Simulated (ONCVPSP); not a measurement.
# PBE ONCV dataset for oxygen, scalar-relativistic all-electron reference.

The input file (ONCVPSP 4.0.1):

```
# ATOM AND REFERENCE CONFIGURATION
# atsym  z   nc   nv     iexc    psfile
  O 8.00    1    2        4      upf
#
#   n    l    f
    1    0    2.00
    2    0    1.00
    2    1    5.00
#
# PSEUDOPOTENTIAL AND OPTIMIZATION
# lmax
    2
#
#   l,   rc,      ep,       ncon, nbas, qcut
    0    0.70    0.00    5   10    7.70
    1    1.55    0.00    3    6    8.50
    2    1.60    0.04    4    9    7.10
#
# LOCAL POTENTIAL
# lloc, lpopt,  rc(5),   dvloc0
    4    5    0.60    3.00
#
# VANDERBILT-KLEINMAN-BYLANDER PROJECTORs
# l, nproj, debl
    0    2    3.90
    1    3    0.70
    2    1    2.80
#
# MODEL CORE CHARGE
# icmod, fcfact, rcfact
    3    2.00    1.40
#
# LOG DERIVATIVE ANALYSIS
# epsh1, epsh2, depsh
   -2.00    5.00    0.02
#
# OUTPUT GRID
# rlmax, drl
    6.00    0.01
#
# TEST CONFIGURATIONS
# ncnf
    4
# nvcnf
#   n    l    f
    2
    2    0    2.00
    2    1    4.00
#
    2
    2    0    2.00
    2    1    3.00
#
    2
    2    0    2.00
    2    1    2.00
#
    2
    2    0    0.00
    2    1    6.00
#
```

Command:

```bash
oncvpsp.x < O.dat > O.out
```

Resulting log (shortened: citation, most of the input echo, consistency checks and plot data are left out):

```
ONCVPSP  (Optimized Norm-Conservinng Vanderbilt PSeudopotential)
scalar-relativistic version 4.0.1

#   n    l    f        energy (Ha)
    1    0    2.00    -1.8941227E+01
    2    0    1.00    -8.9742521E-01
    2    1    5.00    -3.4733384E-01

Reference configufation results
  iterations    20
  all-electron total energy (Ha)   -7.44524220D+01

Begin loop to  construct optimized pseudo wave functions
and semi-local pseudopoentials for all angular momenta

   Wellstate for l =  0  n =  4
     eigenvalue =   3.0026
     asymptotic potential =   3.5026
     half-point radius =  2.6075

Calculating optimized projector #   1

 for l=   0

    Fraction of norm inside rc  0.186774
    Optimizing pswf for qcut=   7.71 a_B^-1,  ecut=  29.76 Ha
    Residual kinetic energy error=  6.48D-03 Ha

    Energy error per electron        Cutoff
         Ha          eV             Ha
         0.01000     0.27211       27.08
         0.00100     0.02721       70.38
         0.00010     0.00272      236.22
         0.00001     0.00027      457.03

Calculating optimized projector #   2

 for l=   0

    Fraction of norm inside rc  0.043229
    Optimizing pswf for qcut=   7.71 a_B^-1,  ecut=  29.76 Ha
    Residual kinetic energy error=  6.80D-03 Ha

    Energy error per electron        Cutoff
         Ha          eV             Ha
         0.01000     0.27211       25.48
         0.00100     0.02721      274.97
         0.00010     0.00272      724.38
         0.00001     0.00027      807.05

   Wellstate for l =  1  n =  3
     eigenvalue =   0.3527
     asymptotic potential =   0.8527
     half-point radius =  4.9278

   Wellstate for l =  1  n =  4
     eigenvalue =   1.0527
     asymptotic potential =   1.5527
     half-point radius =  5.0227

Calculating optimized projector #   1

 for l=   1

    Fraction of norm inside rc  0.730650
    Optimizing pswf for qcut=   8.50 a_B^-1,  ecut=  36.14 Ha
    Residual kinetic energy error=  2.48D-06 Ha

    Energy error per electron        Cutoff
         Ha          eV             Ha
         0.01000     0.27211       20.02
         0.00100     0.02721       25.63
         0.00010     0.00272       29.84
         0.00001     0.00027       33.81

Calculating optimized projector #   2

 for l=   1

    Fraction of norm inside rc  0.101839
    Optimizing pswf for qcut=   8.50 a_B^-1,  ecut=  36.14 Ha
    Residual kinetic energy error=  1.39D-06 Ha

    Energy error per electron        Cutoff
         Ha          eV             Ha
         0.01000     0.27211       17.10
         0.00100     0.02721       23.84
         0.00010     0.00272       28.95
         0.00001     0.00027       33.15

Calculating optimized projector #   3

 for l=   1

    Fraction of norm inside rc  0.077562
    Optimizing pswf for qcut=   8.50 a_B^-1,  ecut=  36.14 Ha
    Residual kinetic energy error=  4.26D-06 Ha

    Energy error per electron        Cutoff
         Ha          eV             Ha
         0.01000     0.27211       18.54
         0.00100     0.02721       25.40
         0.00010     0.00272       30.56
         0.00001     0.00027       34.73

   Wellstate for l =  2  n =  3
     eigenvalue =   0.0400
     asymptotic potential =   0.5400
     half-point radius = 47.6461

Calculating optimized projector #   1

 for l=   2

    Fraction of norm inside rc  0.000014
    Optimizing pswf for qcut=   7.11 a_B^-1,  ecut=  25.27 Ha
    Residual kinetic energy error=  7.12D-10 Ha

    Energy error per electron        Cutoff
         Ha          eV             Ha
         0.01000     0.27211        0.01
         0.00100     0.02721        0.07
         0.00010     0.00272        0.29
         0.00001     0.00027        1.07

Construct Vanderbilt / Kleinmman-Bylander projectors

B matrix Hermiticity error, ll=   0
   1   2   -1.9925E-04

  Orthonormal projector coefficients  1.4372E+02  7.8740E+00

B matrix Hermiticity error, ll=   1
   1   2    2.6352E-05
   1   3   -5.0896E-05
   2   3    1.2953E-05

  Orthonormal projector coefficients -2.0438E+00 -1.3224E+00  1.1311E+00

Model core correction analysis
  based on d2Exc/dn_idn_j

d2excae - all-electron derivatives

   -5.478278D-02   -4.652920D-02
   -4.653164D-02   -4.413790D-02

d2excps - pseudofunction derivatives with no core correction

   -5.206032D-02   -4.804087D-02
   -4.804164D-02   -4.517686D-02

rms 2nd derivative error    1.806688E-03

rmatch, rhocmatch    0.3944    9.0491

Teter function model core charge with specified parameters

d2excps - pseudofunction derivatives with core correction

   -5.139236D-02   -4.736547D-02
   -4.736640D-02   -4.466426D-02

rms 2nd derivative error    1.814400E-03

Pseudoatom total energy  -15.023097

Diagnostic tests using Vanderbilt-Kleinman-Bylander pseudopotentials
  1 or more projectors used as specified by nproj input data

   l    rcore       rmatch      e in        delta e   norm test  slope test

   0   0.7004018   0.7216675  -0.8974252  -0.0000091   1.0000528   1.0000244
   0   0.7004018   0.7216675   3.0025748   0.0001008   1.0003111   1.0003111

   1   1.5519534   1.5990740  -0.3473338  -0.0000136   1.0000285   1.0000138
   1   1.5519534   1.5990740   0.3526662  -0.0000003   1.0000855   1.0000855
   1   1.5519534   1.5990740   1.0526662   0.0000012   1.0001203   1.0001203

   2   1.6086685   1.6575111   0.0400000   0.0000054   1.0000006   1.0000006

 Testing for bound ghosts
   n   l    E NL Schr. Eq   E Basis Diag.   E Cutoff

   1   0       -0.897434       -0.715329    907.07

   2   1       -0.347347       -0.344616     92.19

 Testing for highly-localized positive-energy ghosts
       l    <radius>/rc     E Basis Diag.   E Cutoff

Test configuration 0

   n   l     f        eae           eps        diff
   1   0  2.0000  -18.94122740
   2   0  1.0000   -0.89742521   -0.89743432   -9.12D-06
   2   1  5.0000   -0.34733384   -0.34734746   -1.36D-05

    Total energies and differences
      AE_ref= -7.44524220D+01  AE_tst= -7.44524220D+01  dif=  0.00D+00
      PS_ref= -1.50230965D+01  PS_tst= -1.50230965D+01  dif= -4.97D-14
      PSP excitation error=  4.97D-14

Test configuration 1

   n   l     f        eae           eps        diff
   1   0  2.0000  -18.91476935
   2   0  2.0000   -0.88057190   -0.87927806    1.29D-03
   2   1  4.0000   -0.33186936   -0.33018078    1.69D-03

    Total energies and differences
      AE_ref= -7.44524220D+01  AE_tst= -7.50018258D+01  dif= -5.49D-01
      PS_ref= -1.50230965D+01  PS_tst= -1.55727049D+01  dif= -5.50D-01
      PSP excitation error=  2.05D-04

Test configuration 2

   n   l     f        eae           eps        diff
   1   0  2.0000  -19.60819054
   2   0  2.0000   -1.45761465   -1.45383405    3.78D-03
   2   1  3.0000   -0.89851879   -0.89061971    7.90D-03

    Total energies and differences
      AE_ref= -7.44524220D+01  AE_tst= -7.43980121D+01  dif=  5.44D-02
      PS_ref= -1.50230965D+01  PS_tst= -1.49731004D+01  dif=  5.00D-02
      PSP excitation error=  4.41D-03

Test configuration 3

   n   l     f        eae           eps        diff
   1   0  2.0000  -20.49678569
   2   0  2.0000   -2.14418580   -2.13340636    1.08D-02
   2   1  2.0000   -1.58911092   -1.56535751    2.38D-02

    Total energies and differences
      AE_ref= -7.44524220D+01  AE_tst= -7.31637494D+01  dif=  1.29D+00
      PS_ref= -1.50230965D+01  PS_tst= -1.37535515D+01  dif=  1.27D+00
      PSP excitation error=  1.91D-02

Test configuration 4

   n   l     f        eae           eps        diff
   1   0  2.0000  -18.96613814
   2   1  6.0000   -0.36181493   -0.36313059   -1.32D-03

    Total energies and differences
      AE_ref= -7.44524220D+01  AE_tst= -7.39016784D+01  dif=  5.51D-01
      PS_ref= -1.50230965D+01  PS_tst= -1.44725884D+01  dif=  5.51D-01
      PSP excitation error=  2.36D-04
```

The run took about 3.3 s on one core of a shared server CPU.
